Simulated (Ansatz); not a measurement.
Input and output for C2HClF2Sn, SMILES `C#[C][Sn]([F])([F])[Cl]`.

```yaml
crystal:
  periodic: [false, false, false]
  atoms:
    - {symbol: C, position_ang: [1.391114, -1.547462, 0.750055]}
    - {symbol: C, position_ang: [0.637241, -0.716987, 0.314258]}
    - {symbol: Sn, position_ang: [-0.641329, 0.702095, -0.396369]}
    - {symbol: F, position_ang: [-2.150574, -0.101871, -1.204247]}
    - {symbol: F, position_ang: [0.166464, 1.691368, -1.791240]}
    - {symbol: Cl, position_ang: [-1.401719, 2.190516, 1.149430]}
    - {symbol: H, position_ang: [2.060004, -2.285760, 1.132413]}
basis:
  gaussian: {orbitals: "6-311G**"}
hamiltonian: {xc: {name: B3LYP5}}
output: {forces: true}
```

```sh
$ ansatz run in.yaml --threads 4 --pin off --events-out ev --progress --plain --max-ram 10444MiB
```

Shortened log:

```
Error: <dir> can't be read: No such file or directory (os error 2)
```
